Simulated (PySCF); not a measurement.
**Working out the ionisation energy of Mo⁺**

Mo⁺ [Kr] 4d5 (6S) → Mo²⁺ [Kr] 4d4 (5D). Calculation: PySCF 2.14, in x2c-SVPall (6s5p5d1f, 53 functions); scalar relativity by spin-free X2C-1e. Frozen: [Kr]. Energies in hartree (1 hartree = 27.21139 eV):

```json
{"part": "UHF", "Mo⁺ (lower)": "-4045.594871", "Mo²⁺ (upper)": "-4045.039013"}
{"part": "MP2 opposite-spin", "Mo⁺ (lower)": "0.000000", "Mo²⁺ (upper)": "0.000000"}
{"part": "MP2 same-spin", "Mo⁺ (lower)": "-0.046680", "Mo²⁺ (upper)": "-0.027006"}
```

What does Hartree-Fock give?

(-4045.039013) − (-4045.594871) = 0.555858 hartree = 15.126 eV.

What do MP2 and SCS-MP2 (6/5 opposite-spin, 1/3 same-spin) give?

The opposite-spin parts differ by 0.000 eV and the same-spin parts by 0.535 eV. MP2: 15.126 + (0.000) + (0.535) = 15.661 eV. SCS-MP2: 15.126 + 1.2 × (0.000) + (0.535)/3 = 15.304 eV.

Reference: 16.16 ± 0.12 eV (semi-empirical (NIST evaluation); NIST Atomic Spectra Database, ionization energies), between the lowest levels; spin-orbit coupling is absent from the calculation.

A double-zeta basis recovers only part of the correlation energy.

What remains against the reference includes basis incompleteness, the frozen core and correlation beyond second order.
